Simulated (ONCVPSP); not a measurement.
# Reading a pseudo-wave (P)

Columns: radius, all-electron u(r) and pseudo u(r) of the 3s shell (level -28.48 eV) of phosphorus in the configuration [Ne] 3s2 3p1.5; PBE, scalar-relativistic, ONCV scheme, ONCVPSP 4.0.1.

```
r (bohr)  all-electron  pseudo
   0.085        0.1668  0.0378
   0.170       -0.1080  0.0782
   0.255       -0.3234  0.1219
   0.340       -0.3999  0.1674
   0.425       -0.3621  0.2133
   0.510       -0.2525  0.2600
   0.595       -0.1061  0.3097
   0.680        0.0524  0.3640
   0.765        0.2071  0.4219
   0.850        0.3487  0.4801
   0.935        0.4722  0.5353
   1.020        0.5758  0.5870
   1.105        0.6595  0.6374
   1.190        0.7247  0.6885
   1.275        0.7724  0.7386
   1.360        0.8044  0.7820
   1.445        0.8223  0.8121
   1.530        0.8280  0.8252
   1.615        0.8234  0.8232
   1.700        0.8103  0.8103
   1.785        0.7902  0.7902
   1.870        0.7647  0.7646
   1.955        0.7350  0.7349
   2.040        0.7022  0.7022
   2.125        0.6675  0.6675
   2.210        0.6316  0.6315
```

**Question.** How many radial nodes do the two functions have?

**Answer.** The all-electron 3s function has n − l − 1 = 2; the pseudo-wave has 0, since the states of the same l below it are removed with the core.

**Question.** At about which radius was the pseudo-wave matched?

**Answer.** 1.70 bohr, where the columns begin to agree (steps of 0.09 bohr).

**Question.** Where does each function peak?

**Answer.** Outermost all-electron maximum near 1.53 bohr, pseudo maximum near 1.53 bohr (to the table’s step).

**Question.** Is the pseudo-wave norm-conserving?

**Answer.** Yes: the ONCV scheme keeps the norm inside the radius equal to the all-electron one, which fixes the energy derivative of the logarithmic derivative at the level.
